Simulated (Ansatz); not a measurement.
Two members of one family (Series GeEt3X), computed with Ansatz in the gas phase. Binding counts from free atoms in the multiplicity of their measured ground term, without zero-point energy. A dash marks a value that wasn't run or was left out as unsound. The structures are stationary points that may keep the symmetry of their start. Remarks come from the PBE and PBE0 runs and from stability tests at other levels; not every state was tested. A HOMO above zero means that the electron is unbound at that level and held by the basis, or that self-interaction error raises the level; the energy of removing that electron tells which. HOMO above LUMO (over both spins in singlets and doublets, within one spin in higher multiplets; at PBE or PBE0), or a gap under 0.15 eV within one spin, warns that the state may not be the lowest or that an electron is smeared out.

First: GeEt3(NMeEt) (singlet, charge 0, PBE-D4/def2-SVP geometry).

```xyz
34

Ge   -0.284    0.462    0.230
C    -0.856   -0.295    1.965
C     0.259   -1.055    2.689
H    -1.740   -0.946    1.798
H    -1.226    0.555    2.579
H    -0.086   -1.491    3.650
H     0.655   -1.884    2.066
H     1.120   -0.393    2.920
C     1.278    1.652    0.486
C     1.041    2.733    1.547
H     1.530    2.117   -0.491
H     2.143    1.010    0.756
H     1.923    3.398    1.666
H     0.178    3.383    1.290
H     0.830    2.294    2.543
C    -1.772    1.470   -0.618
C    -2.991    0.603   -0.949
H    -1.366    1.945   -1.537
H    -2.051    2.305    0.063
H    -3.808    1.189   -1.422
H    -2.729   -0.217   -1.651
H    -3.418    0.126   -0.042
N     0.288   -0.972   -0.825
C    -0.451   -2.216   -0.853
C     1.092   -0.718   -2.010
C     2.391   -1.532   -2.063
H    -1.159   -2.294   -1.721
H     0.223   -3.103   -0.914
H    -1.050   -2.341    0.070
H     0.498   -0.917   -2.942
H     1.351    0.362   -2.050
H     2.963   -1.312   -2.989
H     3.033   -1.298   -1.189
H     2.190   -2.623   -2.050
```

```
              level  HOMO (eV)  LUMO (eV)  gap (eV)  vertical IE (eV)  vertical triplet (eV)  binding per atom (eV)
    PBE-D4/def2-SVP      -4.27       0.47      4.74              7.05                   5.16                   4.09
   PBE-D4/def2-TZVP      -4.41      -0.01      4.41                 –                      –                   4.05
r2SCAN-D4/def2-TZVP      -4.64       0.58      5.21                 –                      –                   3.99
   PBE0-D4/def2-SVP      -5.59       1.32      6.92              7.27                   5.63                   4.05
  PBE0-D4/def2-TZVP      -5.68       0.79      6.48                 –                      –                   4.01
```

Remarks: HOMO above zero (triplet).

Second: GeEt3(SiMe3) (singlet, charge 0, PBE-D4/def2-SVP geometry).

Cartesian coordinates in Å:
```
Ge -0.514 -0.066 -0.685
C -1.885 1.379 -0.676
C -1.297 2.794 -0.648
H -2.544 1.213 0.203
H -2.525 1.236 -1.574
H -2.087 3.576 -0.648
H -0.674 2.962 0.257
H -0.648 2.990 -1.527
C 0.538 0.082 -2.371
C 1.654 -0.959 -2.501
H 0.955 1.111 -2.418
H -0.179 -0.001 -3.217
H 2.215 -0.853 -3.454
H 2.394 -0.873 -1.677
H 1.259 -1.997 -2.471
C -1.457 -1.821 -0.689
C -2.291 -2.082 0.570
H -0.691 -2.615 -0.821
H -2.096 -1.854 -1.599
H -2.807 -3.065 0.535
H -1.663 -2.077 1.488
H -3.076 -1.309 0.715
Si 0.925 0.119 1.232
C 2.297 1.392 0.893
C -0.081 0.679 2.747
C 1.723 -1.567 1.606
H 2.978 1.480 1.765
H 1.872 2.398 0.691
H 2.907 1.102 0.014
H -0.564 1.662 2.567
H -0.883 -0.049 2.991
H 0.570 0.779 3.640
H 0.954 -2.340 1.809
H 2.337 -1.921 0.753
H 2.382 -1.503 2.498
```

Question: Estimate the same table for the second.

Answer: 
```
              level  HOMO (eV)  LUMO (eV)  gap (eV)  vertical IE (eV)  vertical triplet (eV)  binding per atom (eV)
    PBE-D4/def2-SVP      -5.57       0.35      5.92              7.99                   5.68                   4.04
   PBE-D4/def2-TZVP      -5.66      -0.03      5.63                 –                      –                   4.01
r2SCAN-D4/def2-TZVP      -5.87       0.30      6.17                 –                      –                   3.97
   PBE0-D4/def2-SVP      -6.70       1.14      7.84              8.31                   6.02                   4.01
  PBE0-D4/def2-TZVP      -6.73       0.75      7.48                 –                      –                   3.98
```

Remarks: gap within one spin near zero at PBE or PBE0 (triplet).
